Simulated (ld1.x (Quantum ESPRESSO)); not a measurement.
# Reading a pseudo-wave (potassium)

Columns: radius, all-electron u(r) and pseudo u(r) of the 4p shell (level -3.67 eV) of potassium in the configuration [Ne] 3s2 3p6 3d0 4s0 4p0; PBEsol, scalar-relativistic, PAW scheme, ld1.x (Quantum ESPRESSO) 7.5.

```csv
r (bohr),all-electron,pseudo
0.215,0.1161,-0.0581
0.430,0.0085,-0.2114
0.645,-0.1278,-0.4045
0.860,-0.2003,-0.5691
1.075,-0.2077,-0.6491
1.290,-0.1703,-0.6193
1.505,-0.1074,-0.4916
1.720,-0.0330,-0.3063
1.935,0.0443,-0.1124
2.150,0.1192,0.0516
2.365,0.1884,0.1698
2.580,0.2506,0.2486
2.795,0.3051,0.3051
3.010,0.3516,0.3516
3.225,0.3903,0.3903
3.440,0.4213,0.4213
3.655,0.4450,0.4450
3.870,0.4618,0.4618
4.085,0.4724,0.4724
4.300,0.4776,0.4776
4.515,0.4780,0.4780
4.730,0.4744,0.4744
4.945,0.4674,0.4674
5.160,0.4577,0.4577
5.375,0.4459,0.4459
5.590,0.4323,0.4323
```

How many radial nodes do the two functions have?

The all-electron 4p function has n − l − 1 = 2; the pseudo-wave has 1, since 1 lower shell of the same l stays in the valence.

At about which radius was the pseudo-wave matched?

2.85 bohr, where the columns begin to agree (steps of 0.21 bohr).

Is the pseudo-wave norm-conserving?

No, it belongs to a PAW set: the norm inside the radius is not constrained, and the difference is carried by the augmentation charge.
